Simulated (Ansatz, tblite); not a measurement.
Removing an electron: BCl2Br (BBrCl₂). The state is a singlet with charge 0. Geometry: B3LYP-D4/def2-SVP. Ansatz, gas phase; energy differences of separate SCF runs; the oxidised species was run as a doublet alone.

```xyz
4

B     0.023   -0.034   -0.002
Cl    0.177   -1.072    1.397
Cl    0.865   -0.432   -1.482
Br   -1.065    1.538    0.087
```

The xTB rows come from tblite. Correlated methods freeze 20 core orbitals; core or outer-core shells of Br are correlated, in sets that lack core-valence functions.

(1) Estimate orbital energies and vertical ionisation energies at: GFN1-xTB; GFN2-xTB; HF/def2-TZVPP; PBE-D4/def2-TZVP; r2SCAN-D4/def2-TZVP; PBE0-D4/def2-TZVP; MP2/def2-TZVPP; CCSD/def2-TZVPP; CCSD(T)/def2-TZVPP.

## Answers

(1) 
```
              level  −HOMO (eV)  vertical IE (eV)  −LUMO (eV)  HOMO–LUMO gap (eV)
           GFN1-xTB       12.40             15.58        7.66                4.74
           GFN2-xTB       12.31             15.40        8.30                4.02
      HF/def2-TZVPP           –             10.38           –                   –
   PBE-D4/def2-TZVP        7.34             10.41        2.78                4.56
r2SCAN-D4/def2-TZVP        7.69             10.68        2.53                5.16
  PBE0-D4/def2-TZVP        8.69             10.88        1.89                6.79
     MP2/def2-TZVPP           –             11.32           –                   –
    CCSD/def2-TZVPP           –             11.12           –                   –
 CCSD(T)/def2-TZVPP           –             11.11           –                   –
```

 Raw xTB energy differences between charge states are shifted by several eV; the methods need an empirical correction for them.
